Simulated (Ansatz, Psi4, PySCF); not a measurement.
Cl$_{2}$Ge, triplet, geometry from GFN2-xTB (the spin is typed, not shown lowest). Base run: PBE/aug-cc-pVDZ run with PySCF.

Geometry (Å):
```xyz
3

Ge    -0.0004    -0.0086     0.6416
Cl     1.1436     1.4423    -0.5840
Cl    -1.1429    -1.4261    -0.6238
```
Charge 0, spin multiplicity 3.
Orbitals are unrestricted.
All else is at PySCF's defaults.

The same geometry, method and basis name were run in Ansatz (an electronic-structure program) and Psi4 and PySCF, at each program's defaults and at the settings that a row names. The base is PySCF at its defaults. Differences at the defaults can come from grids, fitting, cores and function types together.

| code and settings | ΔE vs base (mEh) | basis functions | E (Eh) | SCF cycles | dipole (D) |
|---|---|---|---|---|---|
| PySCF, defaults (exact integrals, its default grid, spherical functions) | 0.000 | 90 | -2996.69092 | 12 | 1.16 |
| Psi4, defaults (density fitting with its default set, its default grid, spherical functions) | -0.060 | 90 | -2996.69098 | 11 | 1.16 |
| Ansatz, defaults (factorised integrals, its default grid, spherical functions) | 0.004 | 90 | -2996.69092 | - | - |
| PySCF, density fitting with def2-universal-jkfit | -0.047 | 90 | -2996.69097 | 12 | 1.16 |
| PySCF, fine grid | 0.004 | 90 | -2996.69092 | 12 | 1.16 |
| Psi4, exact integrals, spherical functions, fine grid | 0.006 | 90 | -2996.69092 | 13 | 1.16 |
| Ansatz, high accuracy | 0.005 | 90 | -2996.69092 | - | - |

Open shells are given as the SCF converged; they aren't shown to be the lowest states, and a large step between rows can be another state.
